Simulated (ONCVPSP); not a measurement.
boron, ONCV: configuration errors across variants

```
Element                 : B
Generator               : ONCVPSP 4.0.1
Type                    : optimised norm-conserving Vanderbilt (ONCV)
Functional              : PBE
Relativity              : scalar-relativistic
Frozen core             : [He]
Valence charge          : 3
Reference configuration : 2s2 2p1
Partial waves           : 2s: rc 1.40 bohr, ncon 5, nbas 10, qcut 4 1/bohr, 2 projectors, debl 2.8 Ha; 2p: rc 3.25 bohr, ncon 4, nbas 7, qcut 5.2 1/bohr, 2 projectors, debl 0.5 Ha
Local potential         : polynomial inside 1.20 bohr (lpopt 5, dvloc0 0 Ha)
Core correction         : none
```

All-electron excitation energies from the reference (eV): (1) 2s2 2p0 8.219; (2) 2s1 2p0 33.642; (3) 2s2 2p0.5 2.887; (4) 2s0 2p3 11.721.

Errors AE − PS in meV (a dash: test not solved or not reliable):

```csv
change,(1),(2),(3),(4),bound ghosts,GHOST(+) flags above zero
base,+87,+278,+13,-45,none,none
s: debl 1.75,+87,+278,+13,-45,none,none
s: nbas 9,+87,+278,+13,-48,none,none
p: qcut 6.4,+76,+248,+11,-37,none,none
p: nproj 1,+87,+278,+12,-47,none,none
"local potential polynomial inside 1.20 bohr (lpopt 5, dvloc0 2.5 Ha)",+87,+278,+13,-45,none,none
p: rc 4.32,+210,+590,+35,-124,none,none
p: qcut 3.1,+188,+542,+30,-108,none,none
s: rc 1.74,+88,+266,+13,-32,none,none
```

Question: Give the same row for: all radii scaled by about 0.89 (s 1.24, p 2.90 bohr); local potential polynomial inside 1.06 bohr (lpopt 5, dvloc0 0 Ha).

Answer: +66, +221, +9.5, -35; bound ghosts: none; GHOST(+) flags above zero: none.
